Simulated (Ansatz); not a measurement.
Species: C2H6B (charge 0, doublet). It need not be the lowest isomer of its formula. 
Geometry from a B3LYP-D3(BJ)/def2-TZVP (Ansatz, an electronic-structure program) optimisation:
```xyz
9

B      0.1175    -0.4618     0.2671
C      1.3541     0.0810    -0.4551
C     -1.2744     0.2494     0.2154
H      0.2262    -1.4746     0.8972
H      2.3245    -0.4048    -0.4255
H      1.3366     0.9932    -1.0465
H     -1.3039     1.1667    -0.3758
H     -1.6153     0.4836     1.2313
H     -2.0337    -0.4379    -0.1776
```
Charge 0, spin multiplicity 2.

Basis-set convergence of Hartree-Fock and CCSD(T) correlation energies (hartree) with Ansatz. Valence correlation only, unless marked. UHF or UKS for open shells. Spin-orbit coupling is left out. Non-relativistic.

```
basis    functions       E(HF)  E(corr, CCSD(T))
-------  ---------  ----------  ----------------
cc-pVDZ         72  -103.88320          -0.40219
cc-pVTZ        174  -103.91273          -0.48269
cc-pVQZ        345  -103.91936          -0.50569
cc-pV5Z        603  -103.92093          -0.51262
```

Extrapolating the two largest sets (X = 4 and 5) as X^-3: E(corr) = (125·(-0.51262) - 64·(-0.50569))/61 = -0.5199 Eh, an estimate of the basis-set limit. The largest set recovers 98.6 % of it, the smallest 77.4 %.
